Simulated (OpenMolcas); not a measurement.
**d8 ions of charge +3 down a group on the Ga site of K2NaGaF6**

```json
{"Program": "OpenMolcas", "Method": "CASSCF", "Spin-orbit coupling": "state interaction with AMFI integrals over the reference wave functions"}
```

The d shell is active. Each dopant is a cluster with its nearest anions in model potentials and point charges, with no relaxation. Distances were set from a Shannon-type radius of the metal (high-spin where two are listed) plus a fixed donor radius (F 1.31 Å), in hosts weighted 0.65 to 0.35 with the host's distance in the model lattice. Ligand basis ANO-RCC-VDZP, DKH2 Hamiltonian. States (labels of O, the rotations of Oh). Energies in cm-1 above the lowest state or level, χT in cm3 K/mol; 10Dq and B are least-squares fits to the states below 45000 cm-1, weighted by degeneracy, with a free offset, and given where the rms deviation is under 5 % of |10Dq| (or 100 cm-1) and under 700 cm-1. Spin-only χT is S(S+1) / 2 for the spin of the ground state.

| Ion | Shell | R (Å) | Metal basis | Ground state | First state of that spin | 10Dq | B (rms of fit) | First gap with spin-orbit (degeneracies) | χT at 300 K | First state of another spin | Spin-only χT |
| --- | --- | --- | --- | --- | --- | --- | --- | --- | --- | --- | --- |
| Cu3+ | 3d8 | 1.881 | ANO-RCC-VTZP | 3A2 | 3T2 10649 | 10853 | 1338 (145) | 10270 (3, 2) | 1.316 | 1E 18980 | 1.000 |
| Ag3+ | 4d8 | 2.017 | ANO-RCC-VTZP | 3A2 | 3T2 19596 | 19136 | 916 (175) | 12227 (3, 2) | 1.241 | 1E 12598 | 1.000 |
| Au3+ | 5d8 | 2.082 | ANO-RCC-VTZP | 3A2 | 3T2 21707 | 21192 | 814 (166) | 10470 (3, 2) | 1.525 | 1E 11923 | 1.000 |

|10Dq| changes by factors of 19136 / 10853 = 1.76 from Cu3+ to Ag3+, 21192 / 19136 = 1.11 from Ag3+ to Au3+.

B goes from 1338 cm-1 (Cu3+) to 814 cm-1 (Au3+).

Every ion keeps the highest spin of its shell. χT departs most from the spin-only value for Au3+, by +0.525 cm3 K/mol.

Without dynamic correlation the repulsion within the d shell is too large (B by tens of per cent), so at a given field states of lower spin stand too high. Ligand-to-metal charge-transfer states are missing. With no ligand orbital active B as a rule stays too high, so bands that hang on it stand too high and its fall with covalency is understated. With metal d orbitals alone and no dynamic correlation 10Dq can be off by a tenth to a fifth, either way, in oxide and fluoride hosts (holds for Cu3+). Real 4d8 and 5d8 ions are as a rule square planar and diamagnetic (holds for Ag3+; Au3+). The least metal-like active orbital is 75 % on the metal (Löwdin) and no ligand orbital is active, so the numbers are rough (holds for Ag3+). With metal d orbitals alone the field can be off either way by tens of per cent (holds for Ag3+; Au3+). The least metal-like active orbital is 76 % on the metal (Löwdin) and no ligand orbital is active, so the numbers are rough (holds for Au3+). No measured value stands beside these numbers; the geometry was set by hand and not optimised.
